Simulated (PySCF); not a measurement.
C$_{4}$H$_{12}$O$_{3}$Si, triplet, at the geometry of the source list (a higher spin typed on purpose: for a closed-shell molecule this is an excited state) (in this run its highest filled SCF level lies above zero, so its values depend strongly on the basis, on diffuse functions most of all); MP2/STO-3G in PySCF.

PySCF was given this input:
```python
from pyscf import gto, scf, mp

mol = gto.Mole()
mol.atom = '''
    C    -2.36020000   -1.27880000   -0.52230000
    O    -1.50130000   -0.18120000   -0.65810000
    Si   -0.00020000   -0.00160000   -0.06600000
    C     0.00500000    0.04540000    1.84420000
    O     0.60510000    1.36420000   -0.70190000
    C     0.08180000    2.66080000   -0.62600000
    O     0.89080000   -1.23220000   -0.63870000
    C     2.27380000   -1.42340000   -0.53130000
    H    -1.89410000   -2.17990000   -0.92450000
    H    -2.61030000   -1.44680000    0.52810000
    H    -3.27190000   -1.05500000   -1.07920000
    H    -0.66120000    0.81350000    2.22740000
    H     0.99650000    0.25380000    2.23670000
    H    -0.31710000   -0.90150000    2.26870000
    H    -0.92450000    2.69130000   -1.04710000
    H     0.74110000    3.31650000   -1.19770000
    H     0.04330000    3.00240000    0.41130000
    H     2.81060000   -0.58400000   -0.97650000
    H     2.52180000   -2.34380000   -1.06310000
    H     2.57090000   -1.51980000    0.51590000
'''
mol.basis = 'sto-3g'
mol.spin = 2
mol.verbose = 4
mol.build()

mf = scf.UHF(mol)
mf.kernel()

pt = mp.MP2(mf)
pt.kernel()
print('E(MP2) = %.10f' % pt.e_tot)
```

Output, abridged:

```
PySCF version 2.14.0

[INPUT] verbose = 4
[INPUT] num. atoms = 20
[INPUT] num. electrons = 74
[INPUT] charge = 0
[INPUT] spin (= nelec alpha-beta = 2S) = 2
[INPUT] symmetry False subgroup None
[INPUT] Mole.unit = angstrom
[INPUT] Symbol           X                Y                Z      unit          X                Y                Z       unit  Magmom
[...]
nuclear repulsion = 521.514558151942
number of shells = 38
number of NR pGTOs = 168
number of NR cGTOs = 56
basis = sto-3g
ecp = {}

******** <class 'pyscf.scf.uhf.UHF'> ********
method = UHF
initial guess = minao
damping factor = 0
level_shift factor = 0
DIIS = <class 'pyscf.scf.diis.CDIIS'>
diis_start_cycle = 1
diis_space = 8
diis_damp = 0
SCF conv_tol = 1e-09
SCF conv_tol_grad = None
SCF max_cycles = 50
direct_scf = True
direct_scf_tol = 1e-13
number electrons alpha = 38  beta = 36
Set gradient conv threshold to 3.16228e-05
init E= -665.073553410472

cycle= 1 E= -663.137681701559  delta_E= 1.94  |g|= 0.551  |ddm|= 4.28

cycle= 2 E= -663.368643945023  delta_E= -0.231  |g|= 0.223  |ddm|= 1.34

cycle= 3 E= -663.402811069434  delta_E= -0.0342  |g|= 0.0513  |ddm|= 0.344

cycle= 4 E= -663.408701306819  delta_E= -0.00589  |g|= 0.028  |ddm|= 0.281

cycle= 5 E= -663.411176266333  delta_E= -0.00247  |g|= 0.0195  |ddm|= 0.182

cycle= 6 E= -663.413701472756  delta_E= -0.00253  |g|= 0.0155  |ddm|= 0.254

cycle= 7 E= -663.416230920271  delta_E= -0.00253  |g|= 0.0118  |ddm|= 0.309

cycle= 8 E= -663.418516895997  delta_E= -0.00229  |g|= 0.00556  |ddm|= 0.453

cycle= 9 E= -663.418732624005  delta_E= -0.000216  |g|= 0.00295  |ddm|= 0.0999

cycle= 10 E= -663.418785382558  delta_E= -5.28e-05  |g|= 0.00171  |ddm|= 0.112

cycle= 11 E= -663.418791279542  delta_E= -5.9e-06  |g|= 0.000841  |ddm|= 0.0441

cycle= 12 E= -663.418794809238  delta_E= -3.53e-06  |g|= 0.00019  |ddm|= 0.0235

cycle= 13 E= -663.418794971316  delta_E= -1.62e-07  |g|= 8.53e-05  |ddm|= 0.00468

cycle= 14 E= -663.41879500143  delta_E= -3.01e-08  |g|= 2.92e-05  |ddm|= 0.00233

cycle= 15 E= -663.418795006029  delta_E= -4.6e-09  |g|= 8.02e-06  |ddm|= 0.000611

cycle= 16 E= -663.418795006236  delta_E= -2.07e-10  |g|= 4.59e-06  |ddm|= 7.29e-05

Extra cycle  E= -663.418795006293  delta_E= -5.75e-11  |g|= 3.61e-06  |ddm|= 1.81e-05
converged SCF energy = -663.418795006293  <S^2> = 2.0284227  2S+1 = 3.018889

******** <class 'pyscf.mp.ump2.UMP2'> ********
nocc = (np.int64(38), np.int64(36)), nmo = (56, 56)
E(UMP2) = -663.779585274739  E_corr = -0.3607902684455
E(SCS-UMP2) = -663.802503903524  E_corr = -0.383708897230829
E_corr(same-spin) = -0.0568147210428131
E_corr(oppo-spin) = -0.303975547402687
E(MP2) = -663.7795852747
```
